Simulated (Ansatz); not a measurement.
C2H2FNOZn, SMILES `N=C1O[CH]1[Zn][F]`, one more setting.

```yaml
crystal:
  periodic: [false, false, false]
  atoms:
    - {symbol: N, position_ang: [1.873208, -0.542001, 0.475165]}
    - {symbol: C, position_ang: [0.810915, -0.652613, -0.171973]}
    - {symbol: O, position_ang: [0.076820, -0.563309, -1.195275]}
    - {symbol: C, position_ang: [-0.648907, -0.417102, 0.108362]}
    - {symbol: Zn, position_ang: [-1.403621, 1.163999, 0.327565]}
    - {symbol: F, position_ang: [-2.227079, 2.826430, 0.312544]}
    - {symbol: H, position_ang: [2.558787, -0.669746, -0.160937]}
    - {symbol: H, position_ang: [-1.109068, -1.304953, 0.465213]}
basis:
  gaussian: {orbitals: STO-3G, final_grid: {core_spheres: 20, valence_spheres: 16, degree: 47}}
magnetization: {spin_polarized: true, initial_magnetization: 0}
hamiltonian: {xc: {name: wPBEh}}
output: {forces: true}
```

```sh
$ ansatz run in.yaml --threads 4 --pin off --events-out ev --progress --plain --max-ram 10444MiB
```

Output, abridged:

```
Functional definition: wPBEh
546 factors; integrals over basis functions are off by at most 5.6e-4 eV
71 factors; integrals over basis functions are off by at most 2.2e-7 eV
mean field evaluation 1: about -55191.1522 eV, gradient 1.9e2 eV
mean field evaluation 2: about -55456.7079 eV, gradient 1.5e2 eV
mean field evaluation 4: about -56027.5070 eV, gradient 7.6e1 eV
mean field evaluation 8: about -56027.5062 eV, gradient 7.6e1 eV
mean field evaluation 16: about -56084.9116 eV, gradient 8.7e-1 eV
mean field evaluation 32: about -56086.5516 eV, gradient 2.6e-2 eV
mean field evaluation 64: about -56086.5522 eV, gradient 2.0e-9 eV
mean field -56086.55221582 eV, -2061.1427771008 hartree, gradient 4.9e-9 eV, S^2 1.131034; 8 other end points of the search recorded, 0 dependent functions left out
reference -56086.55223668 eV, -2061.1427778674 hartree; 34, 34 occupied and 11, 11 virtual orbitals, 546 factors
Total energy: -56086.55223668 eV, -2061.1427778674 hartree
Atom 0 at     1.873208    -0.542001     0.475165 Å, force    -1.777136     0.437191     5.493996 eV/Å
Atom 1 at     0.810915    -0.652613    -0.171973 Å, force    -0.029657     1.258422     6.212991 eV/Å
Atom 2 at     0.076820    -0.563309    -1.195275 Å, force    -2.905084    -1.329895    -8.758691 eV/Å
Atom 3 at    -0.648907    -0.417102     0.108362 Å, force    -2.062707     5.129265     1.442397 eV/Å
Atom 4 at    -1.403621     1.163999     0.327565 Å, force    -1.048153     1.614811     0.206047 eV/Å
Atom 5 at    -2.227079     2.826430     0.312544 Å, force     2.396532    -4.715718     0.018161 eV/Å
Atom 6 at     2.558787    -0.669746    -0.160937 Å, force     6.477451    -0.881491    -4.696382 eV/Å
Atom 7 at    -1.109068    -1.304953     0.465213 Å, force    -1.051246    -1.512585     0.081481 eV/Å
Dipole moment:    -0.151189    -0.066944    -0.230613 e Å
```

Run time 22 s (4 threads of an Arm Neoverse V1 on a shared host); peak host memory 0.2 GiB.
